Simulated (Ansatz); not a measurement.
Mulliken charges of H5PSSi2 (`S[SiH]1[SiH2]P1`) from r2SCAN/def2-TZVPP in Ansatz (PBE0-D4/def2-TZVP geometry).

| atom | x (Å) | y (Å) | z (Å) | charge (e) |
| --- | --- | --- | --- | --- |
| S1 | -2.312 | 1.067 | -0.119 | -0.247 |
| Si2 | -0.259 | 0.735 | 0.319 | 0.254 |
| Si3 | 0.378 | -1.431 | 0.402 | 0.184 |
| P4 | 0.962 | -0.139 | -1.390 | -0.184 |
| H5 | -2.098 | 2.058 | -1.004 | 0.112 |
| H6 | 0.400 | 1.794 | 1.118 | -0.062 |
| H7 | 1.479 | -1.894 | 1.276 | -0.051 |
| H8 | -0.615 | -2.485 | 0.093 | -0.048 |
| H9 | 2.155 | 0.250 | -0.712 | 0.043 |

Q: By hand: the dipole of these point charges (1 e Å = 4.8032 D).

A: Σ q r = (0.185, 0.031, 0.158) e Å, of length 0.245 e Å = 1.18 D.

Q: How does the dipole of the full density compare? (Best estimate.)

A: Ansatz gave: (0.132, 0.089, 0.105) e Å, 0.92 D; the point charges give 1.28 times that, at 21° from its direction.

Point charges leave out the atoms' own dipoles, such as those of lone pairs, and Mulliken's split depends on the basis, so the two needn't agree.
